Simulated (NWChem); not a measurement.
# hexafluorocyclobutene (C₄F₆); SMILES FC1=C(F)C(F)(F)C1(F)F

```xyz
10

F      1.5906     0.0000     1.8856
C      0.6708     0.0000     0.9653
C     -0.6708     0.0000     0.9653
F     -1.5906     0.0000     1.8856
C     -0.7811     0.0000    -0.5308
F     -1.3350    -1.0828    -1.0872
F     -1.3350     1.0828    -1.0872
C      0.7811     0.0000    -0.5308
F      1.3350     1.0828    -1.0872
F      1.3350    -1.0828    -1.0872
```
Atoms are numbered in this order, from 1.

Level: PBE0/def2-SVP (NWChem), optimised geometry, unscaled harmonic frequencies. 

### Question
List the harmonic frequencies with IR intensities, and the thermochemistry.

### Answer
```csv
frequency (cm⁻¹),IR intensity (km/mol)
62,0.0
186,2.4
212,0.7
229,0.0
238,0.2
270,0.9
286,2.3
430,7.9
480,9.3
498,0.0
589,0.0
646,5.0
662,0.0
713,8.8
872,0.0
1009,204.0
1022,180.4
1193,74.4
1241,411.0
1247,0.0
1322,35.9
1448,135.6
1477,389.3
1893,73.7
```

- zero-point energy = 26.0 kcal/mol
- thermal correction to the enthalpy at 298.15 K (with zero-point energy) = 31.8 kcal/mol
- heat capacity Cv = 28.4 cal/(mol K)
- entropy at 298.15 K and 1 atm (symmetry number 2) = 88.9 cal/(mol K)
- dipole moment = 1.32 D

Rigid rotor and harmonic oscillator; modes under 100 cm⁻¹ make the entropy uncertain.
